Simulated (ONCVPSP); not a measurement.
Transferability test, ONCV potential for magnesium

magnesium (Mg), optimised norm-conserving Vanderbilt (ONCV), made with ONCVPSP 4.0.1 (LDA (Perdew-Zunger), scalar-relativistic). Core [Ne], reference 3s2. Waves: 3s: rc 2.55 bohr, ncon 4, nbas 8, qcut 2.3 1/bohr, 2 projectors, debl 2.7 Ha; p scattering state at 0.23 Ha: rc 1.95 bohr, ncon 4, nbas 8, qcut 3.7 1/bohr, 2 projectors, debl 1.5 Ha; d scattering state at 0.21 Ha: rc 2.00 bohr, ncon 4, nbas 7, qcut 4.8 1/bohr, 1 projector. Local part: polynomial inside 1.85 bohr (lpopt 5, dvloc0 4 Ha). Core correction: Teter function, fcfact 2, rcfact 1.3.

Energies are relative to the spin-unpolarised reference configuration 3s2; without spin polarisation the order of configurations can differ from experiment.

```csv
valence configuration,charge,ΔE all-electron (eV),error AE − PS (meV)
3s1 3p1,0,3.523,+3.6
3s0 3p2,0,7.270,+8.6
```

What are ΔE and the potential's error for 3s1?

ΔE = 8.074 eV all-electron; the error (AE − PS) is +9.2 meV.

What are ΔE and the potential's error for 3s1.5?

ΔE = 3.192 eV all-electron; the error (AE − PS) is +1.4 meV.

Levels in the configuration 3s1:

| level | all-electron (eV) | pseudo (eV) |
| --- | --- | --- |
| 3s | -11.527 | -11.500 |

Note: no bound ghost flagged; GHOST(+) flagged for s at 106.1 eV.
